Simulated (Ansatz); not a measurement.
Computed with Ansatz on PBE0-D4/def2-TZVP structures; ΔE is electronic, products minus reactants. CBS: MP2 limit from def2 TZ/QZ plus the TZ coupled-cluster correction, frozen cores. Double bonds are as drawn, so ΔE can hold a change between cis and trans. DFT in def2-TZVPP. One conformer a species, not always the lowest.

Reaction (formal exchange of groups at a B–O bond): `BO/C(F)=C/C` + `C#CCC` → `BCC#C` + `C/C=C(\F)OC`

```tsv
level	ΔE (kJ/mol)
PBE-D4	172.5
r2SCAN-D4	174.4
PBE	172.5
r2SCAN	174.5
CCSD(T)/def2-TZVPP	176.2
HF/def2-QZVPP	172.1
MP2/def2-QZVPP	180.2
MP2/CBS(def2)	180.1
```

Problem. What does CCSD(T)/CBS give? (Estimate.)

Solution. The calculation gave: +176.3 kJ/mol. The listed levels differ from it by -3.8, -1.9, -3.8, -1.8, -0.1, -4.2, 3.9, 3.8 kJ/mol.

Largest T1 diagnostic among the species: 0.013.

In def2-TZVPP, CCSD(T) changes the Hartree–Fock value by +4.6 kJ/mol (the triples alone add +0.8 kJ/mol) and MP2 by +8.4 kJ/mol.
